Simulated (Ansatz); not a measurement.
# Ligand exchange: BH2(CH3) + GeH2(CH3)I → BH(CH3)I + GeH3(CH3)

Species: BH2(CH3), singlet; GeH2(CH3)I, singlet; BH(CH3)I, singlet; GeH3(CH3) (methyl germane), singlet. The partners trade H for I: B–H and Ge–I bonds give way to B–I and Ge–H.

Shapes, held fixed at every level: PBE0-D4/def2-TZVP. Programs: Ansatz 0.2.0. The zero-point and thermal change to 298 K, harmonic and unscaled (PBE0-D4/def2-TZVP), is -2.1 kJ/mol.

```json
{"level": "HF/def2-TZVPP", "kind": "Hartree–Fock", "ΔH(298 K) (kJ/mol)": "+23.5", "less CCSD(T)/def2-TZVPP": "+21.7"}
{"level": "SPW92/def2-TZVPP", "kind": "LDA", "ΔH(298 K) (kJ/mol)": "-8.8", "less CCSD(T)/def2-TZVPP": "-10.6"}
{"level": "PBE-D4/def2-TZVPP", "kind": "GGA", "ΔH(298 K) (kJ/mol)": "+0.7", "less CCSD(T)/def2-TZVPP": "-1.1"}
{"level": "B3LYP-D4/def2-TZVPP", "kind": "global hybrid", "ΔH(298 K) (kJ/mol)": "+10.0", "less CCSD(T)/def2-TZVPP": "+8.2"}
{"level": "MP2/def2-SVP", "kind": "perturbation theory", "ΔH(298 K) (kJ/mol)": "+0.2", "less CCSD(T)/def2-TZVPP": "-1.6"}
{"level": "CCSD(T)/def2-SVP", "kind": "coupled cluster or CI", "ΔH(298 K) (kJ/mol)": "-2.9", "less CCSD(T)/def2-TZVPP": "-4.7"}
{"level": "CCSD/def2-TZVPP", "kind": "coupled cluster or CI", "ΔH(298 K) (kJ/mol)": "+5.1", "less CCSD(T)/def2-TZVPP": "+3.3"}
{"level": "CCSD(T)/def2-TZVPP", "kind": "coupled cluster or CI", "ΔH(298 K) (kJ/mol)": "+1.8", "less CCSD(T)/def2-TZVPP": "0.0"}
```

The highest level, CCSD(T)/def2-TZVPP, gives ΔH(298 K) = +1.8 kJ/mol; the levels span -8.8 to +23.5. That is about zero within the method's error. They disagree on the sign: 6 of 8 are positive. The column of differences is taken from that level and isn't an error. No measured value is set beside it here. For atoms past krypton def2 sets carry core potentials with scalar relativity. Relativity is left out for Ge. Outer-core shells of Ge, I are correlated in most correlated rows, in sets that cover them unevenly.
